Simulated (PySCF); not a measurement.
## Spinor energies of Al(8+) (aluminium, charge +8)

Start: [He] 2s2 2p1; 2p1/2 filled at m_j = +1/2. Calculated with PySCF 2.14 in an uncontracted even-tempered set (18 s from 0.97 bohr⁻², ratio 2.4; 10 p from 1.3 bohr⁻², ratio 2.4; 5 d from 5.1 bohr⁻², ratio 2.6; 5 f from 7.6 bohr⁻², ratio 2.6): generalised Hartree-Fock with the X2C-1e Hamiltonian and a Gaussian nucleus; one run each with spin-orbit coupling (SO) switched off, then screened by Boettger's factors.

```json
{"spinor shell": "1s1/2", "electrons": "2", "ε, spin-free (eV)": "-1895.4", "ε, screened SO (eV)": "-1895.3", "weight of nominal j (screened SO)": "1.000", "rms radius, screened SO (bohr)": "0.138"}
{"spinor shell": "2s1/2", "electrons": "2", "ε, spin-free (eV)": "-351.28", "ε, screened SO (eV)": "-351.24", "weight of nominal j (screened SO)": "1.000", "rms radius, screened SO (bohr)": "0.581"}
{"spinor shell": "2p1/2", "electrons": "1", "ε, spin-free (eV)": "-331.13", "ε, screened SO (eV)": "-331.53", "weight of nominal j (screened SO)": "0.991", "rms radius, screened SO (bohr)": "0.518"}
```

```tsv
quantity	spin-free	screened SO
E (hartree)	-204.19949	-204.21482
M_J	1/2	1/2
⟨J²⟩	1.111	0.777
⟨L²⟩	2.002	2.002
⟨S²⟩	0.751	0.751
```

Each row is a mean over spinors that exchange with the open shell spreads, by up to 1.468 eV (2s1/2).

Without spin-orbit coupling the j labels of p, d and f shells carry no meaning; the spin-free column gives the mean over the occupied spinors of each nl shell, and its ⟨J²⟩ belongs to a mixture of degenerate components.
